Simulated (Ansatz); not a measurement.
This geometry of C₃H₆AlNTe (12 atoms, charge 0, multiplicity 1) is a first-order saddle point.

The calculation used Ansatz, RKS B3LYP/def2-SVP.

```xyz
12
Properties=species:S:1:pos:R:3
C 0.211 -0.542 -2.782
C 0.132 -0.307 -1.591
N 0.034 -0.051 -0.270
C 1.290 -0.072 0.505
Al -1.629 0.288 0.393
Te -1.935 0.752 2.880
H 0.273 -0.742 -3.834
H 1.491 0.907 0.970
H 2.131 -0.313 -0.159
H 1.256 -0.833 1.303
H -2.874 0.296 -0.566
H -0.302 0.562 3.185
```

(1) Which two structures does it join? (They come from a converged band through this point; their orientation in space is the band's.)

(2) How far does it lie above each of them?

Answers

(1) No bond is made or broken. The dihedral Al5–N3–C4–H9 goes from 120 to -120°. The two ends are copies of one structure, up to a mirror image or an exchange of like atoms.

First end point:

```xyz
12
Properties=species:S:1:pos:R:3
C 0.218 -0.507 -2.782
C 0.132 -0.288 -1.588
N 0.040 -0.047 -0.262
C 1.320 -0.029 0.459
Al -1.626 0.216 0.424
Te -2.010 0.651 2.908
H 0.283 -0.699 -3.834
H 1.987 0.755 0.061
H 1.839 -0.999 0.369
H 1.147 0.173 1.525
H -2.865 0.175 -0.541
H -0.387 0.545 3.294
```

Last end point:

```xyz
12
Properties=species:S:1:pos:R:3
C 0.204 -0.625 -2.759
C 0.124 -0.361 -1.574
N 0.038 -0.069 -0.258
C 1.315 -0.086 0.470
Al -1.616 0.297 0.409
Te -1.986 0.892 2.862
H 0.264 -0.855 -3.804
H 1.148 0.164 1.527
H 2.021 0.649 0.048
H 1.786 -1.082 0.419
H -2.857 0.246 -0.554
H -0.364 0.775 3.248
```

(2) 1.4 kcal/mol above the first and 1.4 kcal/mol above the second. This is the barrier of this one path; another mechanism may lie lower.

Time of the run: 12 min on 2 threads of Intel(R) Xeon(R) Platinum 8488C (Sapphire Rapids), with other jobs on the host, peak memory 0.42 GiB.
